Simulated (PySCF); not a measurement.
## GeF, PBE0: how much the basis matters

PySCF, UKS reference; doublet, unpaired electrons π ↑; De to Ge + F without counterpoise correction.

```tsv
basis	relativity	functions	Re (Å)	ωe (cm⁻¹)	De (eV)	μ (D)
def2-SVP	no relativity	46	1.757	689	5.13	-1.78
cc-pVTZ-PP/cc-pVTZ	scalar-relativistic core potentials	69	1.754	667	5.20	-1.84
def2-TZVPP	no relativity	79	1.756	669	5.23	-1.81
def2-TZVPPD	no relativity	94	1.757	663	5.25	-1.80
```

Task: How does each smaller set differ from the one with most functions, def2-TZVPPD?

Result: def2-SVP: +0.0 pm, +3.9 % in ωe, -0.12 eV in De; cc-pVTZ-PP/cc-pVTZ: -0.3 pm, +0.6 % in ωe, -0.05 eV in De; def2-TZVPP: -0.1 pm, +0.9 % in ωe, -0.02 eV in De. All at PBE0; the set with most functions is neither the basis-set limit nor always the best. The rows treat relativity differently, so the differences are not basis effects alone.

A positive dipole means Ge(−)F(+). Spin–orbit coupling is left out. The state is the lowest determinant that a PBE0 search found; another state may lie lower at other levels.
